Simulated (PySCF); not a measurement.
Isomers of C6H11NO, one GFN2-xTB conformer each. Single-point energies are computed at PBE0/pcSseg-1 (PySCF, gas phase, no added dispersion term), electronic only.

| SMILES | GFN2-xTB relative energy (kJ/mol) |
| --- | --- |
| O=CN1CCCCC1 | 0.0 |
| [H]/N=C1\CC[C@@H](OC)C1 | 125.5 |
| CN(C)C(=O)C1CC1 | 104.9 |

Conformers: `[O:1]=[CH:2][N:3]1[CH2:4][CH2:5][CH2:6][CH2:7][CH2:8]1` with O1–C2–N3–C4 -176°, C2–N3–C4–C5 115°, N3–C4–C5–C6 56°, C4–C5–C6–C7 -57°, C5–C6–C7–C8 56°; `[H]/[N:7]=[C:6]1\[CH2:5][CH2:4][C@@H:3]([O:2][CH3:1])[CH2:8]1` with C1–O2–C3–C4 -172°, O2–C3–C4–C5 -159°, C3–C4–C5–C6 28°, C4–C5–C6–N7 172°, C5–C6–C8–C3 -13°; `[CH3:1][N:2]([CH3:3])[C:4](=[O:5])[CH:6]1[CH2:7][CH2:8]1` with C1–N2–C4–O5 -177°, N2–C4–C6–C7 -108°.

Question: What does PBE0/pcSseg-1 give for the same structures?

Answer: 
```
                 SMILES  PBE0/pcSseg-1 E (Eh)  PBE0/pcSseg-1 (kJ/mol)  GFN2-xTB (kJ/mol)  point group
            O=CN1CCCCC1            -364.78851                     0.0                0.0           C1
        CN(C)C(=O)C1CC1            -364.74968                   101.9              104.9           C1
[H]/N=C1\CC[C@@H](OC)C1            -364.73908                   129.8              125.5           C1
```

Both levels put the same isomer lowest; measured from each level's own lowest isomer, the values differ by up to 4.3 kJ/mol ([H]/N=C1\CC[C@@H](OC)C1: 125.5 against 129.8). As drawn, the lowest has a C=O bond and a C(=O)–N unit, which the highest lacks; the highest has a C=N bond and an N–H bond, which the lowest lacks.

Question: Which frontier levels, dipoles and rotational constants go with these structures?

Answer: 
```json
{"SMILES": "O=CN1CCCCC1", "HOMO (eV, PBE0/pcSseg-1)": "-6.95", "LUMO (eV)": "0.80", "dipole (D)": "4.24", "A, B, C (MHz)": "3872, 1600, 1280"}
{"SMILES": "CN(C)C(=O)C1CC1", "HOMO (eV, PBE0/pcSseg-1)": "-6.81", "LUMO (eV)": "0.80", "dipole (D)": "3.80", "A, B, C (MHz)": "3852, 1482, 1171"}
{"SMILES": "[H]/N=C1\\CC[C@@H](OC)C1", "HOMO (eV, PBE0/pcSseg-1)": "-7.06", "LUMO (eV)": "0.00", "dipole (D)": "1.66", "A, B, C (MHz)": "4431, 1318, 1068"}
```
